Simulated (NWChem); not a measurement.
CrNH$_{2}$O$_{2}$Cl; SMILES [NH2][Cr](=[O])(=[O])[Cl]

```xyz
7

Cr     0.0807    -0.3174    -0.0003
O      0.8232    -0.7517     1.2686
O      0.8120    -0.7521    -1.2757
Cl    -0.1162     1.8210     0.0003
N     -1.5099    -1.0646     0.0068
H     -1.9669    -1.3759     0.8607
H     -1.9744    -1.3763    -0.8429
```
Atoms are numbered in this order, from 1.

Structure relaxed at the PBE0/def2-SVP level.

Problem. Give the principal values of the shielding tensors (ppm) of Cr1, O2, Cl4, N5 from Hartree-Fock/6-31G* (spherical d), GIAO (NWChem), with their diamagnetic and paramagnetic parts as GIAO splits them.

Solution. 
```csv
atom,σ11,σ22,σ33,isotropic,diamagnetic,paramagnetic
Cr1,-17792.4,-12575.7,-5020.8,-11796.3,1801.0,-13597.3
O2,-11636.0,-1952.9,272.7,-4438.7,398.4,-4837.1
Cl4,-41.5,954.6,1068.8,660.6,1147.0,-486.4
N5,-1210.8,92.7,321.9,-265.4,327.4,-592.8
```
